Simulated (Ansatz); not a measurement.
```yaml
crystal:
  periodic: [false, false, false]
  atoms:
    - {symbol: N, position_ang: [-1.333724, 1.391100, -0.490746]}
    - {symbol: Zr, position_ang: [0.361490, 0.275751, 0.128654]}
    - {symbol: N, position_ang: [-0.255373, -0.971753, 1.730109]}
    - {symbol: N, position_ang: [0.905985, -0.991299, -1.483660]}
    - {symbol: I, position_ang: [2.561948, 2.017765, 0.913266]}
    - {symbol: H, position_ang: [-1.734031, 2.209414, 0.057278]}
    - {symbol: H, position_ang: [-1.852680, 1.307589, -1.412044]}
    - {symbol: H, position_ang: [-1.234749, -1.067080, 2.126106]}
    - {symbol: H, position_ang: [0.416397, -1.532924, 2.333458]}
    - {symbol: H, position_ang: [1.392231, -0.648998, -2.364915]}
    - {symbol: H, position_ang: [0.841071, -2.049521, -1.515768]}
basis:
  gaussian: {orbitals: x2c-TZVPPall}
hamiltonian: {xc: {name: SVWN5}, pseudopotentials: {relativity: scalar}}
accuracy: high
kpoints: {mp_grid: {grid: [2, 2, 2]}}
```

```sh
$ ansatz run in.yaml --threads 2 --pin off --events-out ev --progress --plain --max-ram 32768MiB --backend cpu
```

(1) How does Ansatz answer? (Estimate.)

## Answers

(1) The calculation gave: The program refused the input.
```
Error: invalid value for `basis.gaussian`: such a run doesn't read kpoints; remove what it names
```
